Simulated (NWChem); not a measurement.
System: C3H4F2O; SMILES CO/C(F)=C/F

```xyz
10

C      0.0605     2.2295    -0.1947
O      0.6274     1.1125     0.4717
C      0.0011    -0.0455     0.2979
F     -1.2808    -0.0509     0.6521
C      0.6097    -1.1428    -0.1546
F     -0.0139    -2.3161    -0.2118
H      0.6886     3.0941     0.0509
H      0.0607     2.0733    -1.2868
H     -0.9686     2.4175     0.1474
H      1.6543    -1.1378    -0.4661
```
Atoms are numbered in this order, from 1.

Level: PBE0/def2-SVP (NWChem), optimised geometry, unscaled harmonic frequencies. 

Question: List the harmonic frequencies with IR intensities, and the thermochemistry.

Answer: 
```json
[
 {"frequency (cm⁻¹)": "84", "IR intensity (km/mol)": "4.3"},
 {"frequency (cm⁻¹)": "148", "IR intensity (km/mol)": "0.4"},
 {"frequency (cm⁻¹)": "202", "IR intensity (km/mol)": "1.5"},
 {"frequency (cm⁻¹)": "253", "IR intensity (km/mol)": "7.9"},
 {"frequency (cm⁻¹)": "370", "IR intensity (km/mol)": "3.7"},
 {"frequency (cm⁻¹)": "497", "IR intensity (km/mol)": "4.1"},
 {"frequency (cm⁻¹)": "613", "IR intensity (km/mol)": "11.2"},
 {"frequency (cm⁻¹)": "694", "IR intensity (km/mol)": "1.1"},
 {"frequency (cm⁻¹)": "790", "IR intensity (km/mol)": "28.1"},
 {"frequency (cm⁻¹)": "924", "IR intensity (km/mol)": "43.9"},
 {"frequency (cm⁻¹)": "1086", "IR intensity (km/mol)": "67.9"},
 {"frequency (cm⁻¹)": "1172", "IR intensity (km/mol)": "4.0"},
 {"frequency (cm⁻¹)": "1200", "IR intensity (km/mol)": "22.5"},
 {"frequency (cm⁻¹)": "1215", "IR intensity (km/mol)": "106.0"},
 {"frequency (cm⁻¹)": "1326", "IR intensity (km/mol)": "281.8"},
 {"frequency (cm⁻¹)": "1362", "IR intensity (km/mol)": "174.2"},
 {"frequency (cm⁻¹)": "1463", "IR intensity (km/mol)": "10.1"},
 {"frequency (cm⁻¹)": "1479", "IR intensity (km/mol)": "11.2"},
 {"frequency (cm⁻¹)": "1481", "IR intensity (km/mol)": "55.1"},
 {"frequency (cm⁻¹)": "1861", "IR intensity (km/mol)": "61.3"},
 {"frequency (cm⁻¹)": "3048", "IR intensity (km/mol)": "39.5"},
 {"frequency (cm⁻¹)": "3146", "IR intensity (km/mol)": "18.0"},
 {"frequency (cm⁻¹)": "3199", "IR intensity (km/mol)": "7.7"},
 {"frequency (cm⁻¹)": "3268", "IR intensity (km/mol)": "8.2"}
]
```

| Property | Value |
|---|---|
| zero-point energy | 44.1 kcal/mol |
| thermal correction to the enthalpy at 298.15 K (with zero-point energy) | 48.7 kcal/mol |
| heat capacity Cv | 20.6 cal/(mol K) |
| entropy at 298.15 K and 1 atm (symmetry number 1) | 79.5 cal/(mol K) |
| dipole moment | 2.62 D |

Rigid rotor and harmonic oscillator; modes under 100 cm⁻¹ make the entropy uncertain.
